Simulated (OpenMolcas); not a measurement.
Ag5+ among 2 point charges of -3 e arranged as a linear pair (D∞h).

```
Program             : OpenMolcas
Method              : SS-CASPT2, IPEA 0.25 Eh, imaginary shift 0.1 Eh (closed shells correlated: 4s 4p)
Basis               : ANO-RCC-VDZP [6s5p3d1f]
Scalar Hamiltonian  : DKH2, point nucleus
Active space        : 6 electrons in 5 orbitals (4d)
State averaging     : 2S+1 = 5 even, 5 roots; 2S+1 = 3 even, 45 roots; 2S+1 = 1 even, 50 roots
Spin-orbit coupling : RASSI with atomic mean-field integrals over the reference wave functions
```

All point charges move together. At R = 2.27 Å the first state of the same spin is 10530 cm-1, and at R = 2.39 Å it is 9120 cm-1.

Q: A third run gives 12090 cm-1. What distance was it run at?

A: With a power law R^-n the two known points give n = -ln(9120 / 10530) / ln(2.39 / 2.27) = 2.79. Then R = 2.27 × (10530 / 12090)^(1/2.79) = 2.160 Å. The run was at 2.16 Å, so the estimate is off by 0 Å.

Roots that are degenerate in the reference are averaged as groups; the widest CASPT2 spread within a group is 30 cm-1 (the 2-fold group of multiplicity 3 near 67500 cm-1 above the lowest state of its run, R = 2.16). Shifts and gaps below about the spread of the groups concerned are not significant. Point charges give a weaker field than real ligands, and real ions of this kind are as a rule low spin; the high spin found here belongs to the model. Free-ion shares, where given, are those of the reference states; single-state CASPT2 does not remix them. This is an electrostatic model: the charges have no orbitals. No measured value stands beside these numbers.
